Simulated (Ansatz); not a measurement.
Other settings, tried on the cluster TiF3.

```yaml
crystal:
  periodic: [false, false, false]
  atoms:
    - {symbol: Ti, position_ang: [0.003937, -0.002318, 0.002565]}
    - {symbol: F, position_ang: [0.457685, -0.880425, -1.464956]}
    - {symbol: F, position_ang: [-1.177187, -0.698953, 1.120666]}
    - {symbol: F, position_ang: [0.715576, 1.581696, 0.341724]}
basis:
  gaussian: {orbitals: def2-TZVPP}
magnetization: {spin_polarized: true, initial_magnetization: 1}
hamiltonian: {xc: {name: revPBE}}
output: {forces: true}
```

```sh
$ ansatz run in.yaml --threads 2 --pin off --events-out ev --progress --plain --max-ram 4352MiB
```

It prints (some lines left out):

```
Functional definition: revPBE
900 factors; their error is unknown
mean field evaluation 1: about -31265.0333 eV, gradient 4.3e1 eV
mean field evaluation 2: about -31213.1680 eV, gradient 1.5e2 eV
mean field evaluation 4: about -31269.5801 eV, gradient 1.2e1 eV
mean field evaluation 8: about -31270.0250 eV, gradient 5.0e-2 eV
mean field evaluation 16: about -31270.0235 eV, gradient 4.1e-4 eV
mean field evaluation 32: about -31269.9500 eV, gradient 4.4e0 eV
mean field -31270.02351325 eV, -1149.1521685288 hartree, gradient 4.3e-5 eV, S^2 0.752312; 4 other end points of the search recorded, 0 dependent functions left out
reference -31270.02358380 eV, -1149.1521711216 hartree; 25, 24 occupied and 132, 133 virtual orbitals, 900 factors
Total energy: -31270.02358380 eV, -1149.1521711216 hartree
Atom 0 at     0.003937    -0.002318     0.002565 Å, force     0.001323    -0.000964     0.000903 eV/Å
Atom 1 at     0.457685    -0.880425    -1.464956 Å, force     0.139391    -0.267779    -0.446021 eV/Å
Atom 2 at    -1.177187    -0.698953     1.120666 Å, force    -0.358604    -0.212819     0.341299 eV/Å
Atom 3 at     0.715576     1.581696     0.341724 Å, force     0.217890     0.481562     0.103818 eV/Å
Dipole moment:     0.004214    -0.002477     0.002733 e Å
```

Hardware: 2 threads of Intel Xeon Platinum 8488C on a shared host. Wall time 3.9 s.
